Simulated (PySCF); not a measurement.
## Computed spin Hamiltonian

Species: C3H10NO2Si (doublet state).
Geometry (GFN2-xTB, Å), atoms numbered from 1 in this order:
```xyz
17
C3H10NO2Si angstrom
C     -3.3155    0.4075    0.0975
N     -1.9719    0.5969    0.2953
Si    -0.8046   -0.6137    0.6822
O     -0.9196   -1.9140   -0.2858
O      0.5461    0.2714    0.5120
C      1.8609   -0.1898    0.6445
C      2.8167    0.7734   -0.0433
H     -3.6826   -0.5968    0.1023
H     -3.9858    1.2395    0.1567
H     -1.7101    1.5618    0.4234
H     -0.9114   -1.2652    1.9822
H     -1.1255   -1.8318   -1.2142
H      1.9501   -1.1916    0.2085
H      2.1024   -0.2658    1.7120
H      2.7218    1.7639    0.3940
H      2.5817    0.8383   -1.1026
H      3.8403    0.4282    0.0748
```

The hyperfine couplings belong to this conformer and change with its torsions.

As a line formula: `[CH2]N[Si@@H](O)OCC` [radical].

Computed with UKS B3LYP, pcH-1 on C H N O Si, non-relativistic, mean-field spin-orbit, GIAO in PySCF 2.14.0. One conformer (not necessarily the lowest) at the GFN2-xTB geometry, without solvent, vibrations or thermal averaging. Couplings are sensitive to structure, and on GFN2-xTB geometries they can be far from those on DFT ones. No stability test was run, so a lower SCF solution isn't excluded.

- g1, g2, g3: 2.00216, 2.00295, 2.00333
- g_iso: 2.00282
- Form of g: rhombic: the two nearest values differ by 33 % of g3 − g1
- ⟨S²⟩: 0.7532 (exact 0.7500)
- Basis functions: 285

Hyperfine couplings atom by atom, in MHz; T1 to T3 are the principal values of the dipolar part; ρ(0) is the spin density at the nucleus:

```csv
atom,isotope,a_iso,of which spin–orbit,T1,T2,T3,Mulliken spin population,ρ(0) (bohr⁻³)
C1,13C,87.6,-0.1,-70.9,-70.2,141.1,0.90,0.0780
N2,14N,7.0,0.0,-11.0,-10.3,21.3,0.15,0.0218
Si3,29Si,2.1,0.0,-5.7,2.5,3.2,0.03,-0.0023
O4,17O,-2.5,0.0,-0.7,0.2,0.5,0.00,0.0041
O5,17O,0.6,0.0,-2.0,0.7,1.4,0.00,-0.0009
C6,13C,-0.5,0.0,-0.2,-0.1,0.3,0.00,-0.0004
C7,13C,0.2,0.0,-0.1,-0.1,0.2,0.00,0.0001
H8,1H,-53.6,0.0,-34.5,0.6,34.0,-0.04,-0.0120
H9,1H,-52.2,0.0,-34.9,1.1,33.8,-0.04,-0.0117
H10,1H,-13.7,0.0,-12.1,-5.5,17.6,-0.01,-0.0031
H11,1H,9.9,0.0,-2.2,-1.9,4.1,0.01,0.0022
H12,1H,-0.2,0.0,-2.1,-1.6,3.7,0.00,0.0000
H13,1H,0.3,0.0,-0.6,-0.6,1.2,0.00,0.0001
H14,1H,1.3,0.0,-0.6,-0.5,1.1,0.00,0.0003
H15,1H,0.0,0.0,-0.4,-0.4,0.8,0.00,0.0000
H16,1H,0.0,0.0,-0.5,-0.4,0.9,0.00,0.0000
H17,1H,-0.1,0.0,-0.3,-0.3,0.5,0.00,0.0000
```

The largest Mulliken spin populations are on C1 (+0.90) and N2 (+0.15). The angles at C1 add up to 358.6°, so it is planar; its axial dipolar tensor and the negative couplings of its protons fit spin in a p orbital normal to that plane.

Axes: g2 points within 12° of the C1–N2 bond.

Under fast tumbling the dipolar parts average out, and these isotropic splittings remain: 1 × 1H (H8, I = 1/2, 2 lines) with 1.91 mT, 1 × 1H (H9, I = 1/2, 2 lines) with 1.86 mT, 1 × 1H (H10, I = 1/2, 2 lines) with 0.49 mT, 1 × 1H (H11, I = 1/2, 2 lines) with 0.35 mT, 1 × 14N (N2, I = 1, 3 lines) with 0.25 mT and 1 × 1H (H14, I = 1/2, 2 lines) with 0.05 mT.

H8 and H9 aren't averaged: C1 is flat or nearly so (angle sum 359°), and its turn about the short C1–N2 bond (1.37 Å) is taken as slow.

The 13C coupling of C1 (87.6 MHz) shows only in satellite lines or after enrichment, since that isotope makes up about 1.07 % of natural carbon.

Examples of negative spin density at the nucleus (bohr⁻³): H8 (-0.0120), H9 (-0.0117) and H10 (-0.0031).

Hardware: an INTEL XEON PLATINUM 8581C at 2.10 GHz with one thread, shared host with 80 logical CPUs at a one-minute load of 19. Cost: 70 s wall (grids of density and orbitals included), 0.96 GiB resident at most.
